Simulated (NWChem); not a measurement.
System: Si₂H₄OCl₂; SMILES Cl[SiH2]O[SiH2]Cl

Input file for NWChem:

```
start job
memory heap 200 mb stack 900 mb global 1100 mb
geometry units angstroms noautoz
  Si    -0.883652    -1.286532    -0.425735
  Cl     0.147286    -2.182904     1.140984
  O      0.004010    -0.001587    -1.017550
  Si     0.885190     1.286567    -0.423097
  Cl    -0.153588     2.178845     1.140843
  H     -2.203413    -0.814052     0.096306
  H     -1.026839    -2.275083    -1.536342
  H      1.028171     2.275989    -1.532979
  H      2.205146     0.818744     0.102622
end
basis spherical
  * library 6-31g*
end
dft
  xc xcamb88 1.00 lyp 0.81 vwn_5 0.19 hfexch 1.00
  cam 0.33 cam_alpha 0.19 cam_beta 0.46
  iterations 150
  mulliken
end
task dft energy
```

All runs use the structure optimised with PBE-D3(BJ)/def2-SVP.

Task: What results follow from this input? (CAM-B3LYP/6-31G* (spherical d).) Quantities: energy (Ha); highest occupied level (eV); orbital gap (eV); dipole (D).

Result: 
```yaml
energy (Ha): -1577.12
highest occupied level (eV): -10.30
orbital gap (eV): 11.49
dipole (D): 1.82
```
